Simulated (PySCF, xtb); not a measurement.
C₂H₃O, SMILES [CH2]C=O, multiplicity 2.

Harmonic wavenumbers (cm⁻¹) from GFN2-xTB in xtb at its own minimum, in rising order: 228, 420, 491, 884, 972, 1167, 1348, 1399, 1555, 2800, 3103, 3160.

Question: What does B3LYP-D3(BJ)/def2-TZVP (PySCF) give at its own minimum? (An estimate is asked for; the answer gives what the named calculation found.)

Answer: 446, 509, 763, 980, 981, 1161, 1399, 1476, 1551, 2940, 3145, 3258. Paired by order, the mean absolute difference is 92 cm⁻¹ and the zero-point energies are 25.1 and 26.6 kcal/mol.
